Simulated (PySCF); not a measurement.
## 29Si chemical shifts

All values are calculated (PySCF 2.14): shieldings: GIAO PBE0/pcSseg-1, GFN2-xTB structure. Equivalent nuclei averaged, one conformer, no relativistic terms, isolated molecule.

Shieldings were converted by a linear fit to measured shifts: 29Si: δ = 279.94 − 0.822σ (rms 8.9 ppm, 72 shifts, 25.8 ppm with the 6 outliers that the fit left out vs TMS, solution or neat liquid). Occasional misses reach two or three times the rms, and more in compound classes unlike the fitted ones.

Task: Give the 29Si shifts of `C#C[SiH2][C@H]1[SiH2]CS[SiH2]1`, `CO[SiH2]Nc1ccccc1`, `C=C1CCS[Si@@H]1O`.

Result: 
```csv
compound,environment,δ (ppm)
[CH:1]#[C:2][SiH2:3][C@H:4]1[SiH2:5][CH2:6][S:7][SiH2:8]1,"Si8: silicon bonded to C, S, 2 H, in a 5-membered ring",-12.3
[CH:1]#[C:2][SiH2:3][C@H:4]1[SiH2:5][CH2:6][S:7][SiH2:8]1,"Si5: silicon bonded to 2 C, 2 H, in a 5-membered ring",-28.4
[CH:1]#[C:2][SiH2:3][C@H:4]1[SiH2:5][CH2:6][S:7][SiH2:8]1,"Si3: silicon bonded to 2 C, 2 H",-62.7
CO[SiH2]Nc1ccccc1,"silicon bonded to N, O, 2 H",-30.7
C=C1CCS[Si@@H]1O,"silicon bonded to C, O, S, H, in a 5-membered ring",-7.9
```

Task: Order these by 29Si shift, lowest first.
A. C=C1C[SiH2]S1
B. C=C[C@@](C=O)(C[SiH3])CC#N
C. C=C/C([SiH2]C)=C(/C#N)OC
D. CC[Si@H]1C(=O)C=C1/C=N/C
E. O=C(C[SiH2]O)C(F)(F)F
F. CSc1cncn1[SiH3]

Result: B (-73.6 ppm, silicon bonded to C, 3 H), F (-54.9 ppm, silicon bonded to N, 3 H), C (-45.9 ppm, silicon bonded to 2 C, 2 H), A (-34.6 ppm, silicon bonded to C, S, 2 H, in a 4-membered ring), E (-20.0 ppm, silicon bonded to C, O, 2 H), D (0.7 ppm, silicon bonded to 3 C, H, in a 4-membered ring).
